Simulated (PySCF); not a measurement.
Si(H)(OH)(NH2)2 (H₆N₂OSi), SMILES N[SiH](N)O. The structure is a stationary point at r2SCAN-D4/def2-SVP. Other conformers were not sampled.

Calculation: r2SCAN-D4/def2-SVP in PySCF 2.14.0.

Harmonic wavenumbers (cm⁻¹): 97, 175, 267, 290, 321, 387, 436, 454, 716, 749, 793, 830, 860, 892, 935, 972, 1541, 1545, 2228, 3560, 3568, 3658, 3666, 3865. Rotational constants (GHz): 6.747, 5.875, 3.661; symmetry number 1.

Work out the zero-point energy and the ideal-gas rigid-rotor harmonic-oscillator thermochemistry at 298.15 K and 1 atm.

ZPE = ½ Σ hcν = ½ × 32806 cm⁻¹ = 46.90 kcal/mol. H − E(el) = 51.81 kcal/mol. Entropy in cal/(mol K): translation 38.98, rotation 25.21, vibration 14.41, total 78.60. G − E(el) = 28.38 kcal/mol. Cp = 25.94 cal/(mol K). Modes under 150 cm⁻¹ make the vibrational entropy uncertain.
